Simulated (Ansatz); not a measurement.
# Relative stability

The two ends of one reaction step of SiAsNH8O, closed shell (PBE0-D4/def2-TZVP).

A:

Si1  (-0.722, -1.586, 0.443)
N2  (0.304, -0.503, 1.300)
H3  (0.217, -2.390, -0.387)
H4  (-1.547, -2.474, 1.299)
O5  (-1.837, -0.771, -0.441)
H6  (0.606, 2.607, -0.040)
As7  (0.458, 1.777, -1.300)
H8  (-0.039, 0.029, 2.083)
H9  (1.276, -0.738, 1.419)
H10  (-1.484, -0.054, -0.981)
H11  (1.853, 1.192, -1.186)
H12  (0.915, 2.911, -2.208)
(Å)

B:

```csv
atom,x (Å),y (Å),z (Å)
Si1,-0.7887,-0.5306,-0.2910
N2,1.4428,-0.2110,1.3743
H3,0.0412,-1.7629,-0.3770
H4,-1.2914,-0.2820,1.0773
O5,-2.1872,-0.7962,-1.1498
H6,2.3383,-0.3282,0.9157
As7,0.4270,1.2826,-1.2310
H8,1.4938,0.6325,1.9329
H9,1.3208,-0.9901,2.0099
H10,-2.1013,-0.9963,-2.0823
H11,0.0454,2.2176,-0.0939
H12,-0.7407,1.7646,-2.0853
```

Computed with Ansatz 0.2.0 (basis: def2-TZVPP); correlated methods freeze the cores. Filled d shells of the heavier atoms are correlated. The def2 sets are not built for correlating such inner shells, so the correlated values are less sure here. B3LYP uses VWN-RPA correlation.

**Question.** Which structure is lower at CCSD(T), and by how much? (Judge from chemistry; the value comes from the calculation.)

**Answer.** Computed: A, by 37.2 kJ/mol (electronic energy, against the other). By their contacts, A is a complex of SiNH₅O ([NH2][SiH2][OH]) + AsH₃ and B is a complex of SiAsH₅O ([OH][SiH2][AsH2]) + NH₃.

All methods give the same order:

```json
{"method": "SPW92", "E(B) − E(A) (kJ/mol)": "25.4"}
{"method": "PBE-D4", "E(B) − E(A) (kJ/mol)": "22.8"}
{"method": "BLYP-D4", "E(B) − E(A) (kJ/mol)": "34.8"}
{"method": "r2SCAN-D4", "E(B) − E(A) (kJ/mol)": "32.1"}
{"method": "B97M-V", "E(B) − E(A) (kJ/mol)": "39.5"}
{"method": "PBE0-D4", "E(B) − E(A) (kJ/mol)": "27.2"}
{"method": "B3LYP-D4", "E(B) − E(A) (kJ/mol)": "37.9"}
{"method": "r2SCAN0-D4", "E(B) − E(A) (kJ/mol)": "33.7"}
{"method": "BHLYP-D4", "E(B) − E(A) (kJ/mol)": "42.8"}
{"method": "CAM-B3LYP-D4", "E(B) − E(A) (kJ/mol)": "44.6"}
{"method": "wB97X-V", "E(B) − E(A) (kJ/mol)": "36.9"}
{"method": "wB97M-V", "E(B) − E(A) (kJ/mol)": "35.6"}
{"method": "B2PLYP", "E(B) − E(A) (kJ/mol)": "40.3"}
{"method": "PBE-QIDH", "E(B) − E(A) (kJ/mol)": "32.9"}
{"method": "RPA on PBE", "E(B) − E(A) (kJ/mol)": "38.5"}
{"method": "HF", "E(B) − E(A) (kJ/mol)": "57.1"}
{"method": "MP2", "E(B) − E(A) (kJ/mol)": "36.6"}
{"method": "CCSD", "E(B) − E(A) (kJ/mol)": "40.3"}
{"method": "CCSD(T)", "E(B) − E(A) (kJ/mol)": "37.2"}
```

No T1 diagnostic of these runs exceeds 0.011.

Labels in which every atom is bracketed show which atoms are joined, not bond orders.

For scale, one of the runs: CCSD(T)/def2-TZVPP, 264 basis functions, launched by `ansatz run in.yaml --threads 8 --pin off --events-out ev --progress --plain --max-ram 19148MiB`. The run took 2.6 min on 8 CPU threads of an Arm Neoverse V2 (shared host), with 6.5 GiB of host memory at its peak.
